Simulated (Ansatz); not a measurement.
Consider the cleavage of the Si–B bond: `[SiH3]B[SiH2][SiH3]` + `O[SiH](O)S` → `O[SiH](O)S[SiH3]` + `B[SiH2][SiH3]`.

Program: Ansatz. Geometries: PBE0-D4/def2-TZVP. ΔE: electronic, gas phase. CBS: MP2 limit from def2 TZ/QZ plus the TZ coupled-cluster correction, frozen cores. Functionals use def2-TZVPP. B3LYP here is the variant with VWN-RPA as its local correlation; programs differ in this. Each species was taken in one conformer, which may not be the lowest.

| level | ΔE (kJ/mol) |
| --- | --- |
| PBE | -58.9 |
| B3LYP | -67.2 |
| CCSD(T)/def2-TZVPP | -68.5 |
| MP2/CBS(def2) | -81.9 |

Problem. What does CCSD(T)/CBS give? (Best estimate.)

Solution. Ansatz gave: -71.4 kJ/mol. The listed levels differ from it by 12.5, 4.2, 2.9, -10.5 kJ/mol.

Largest T1 diagnostic among the species: 0.015.

In def2-TZVPP, CCSD(T) changes the Hartree–Fock value by +13.6 kJ/mol (the triples alone add +0.7 kJ/mol) and MP2 by +3.0 kJ/mol. From PBE to PBE0 (25 % exact exchange), in def2-TZVPP and without D4, ΔE moves by −6.1 kJ/mol.
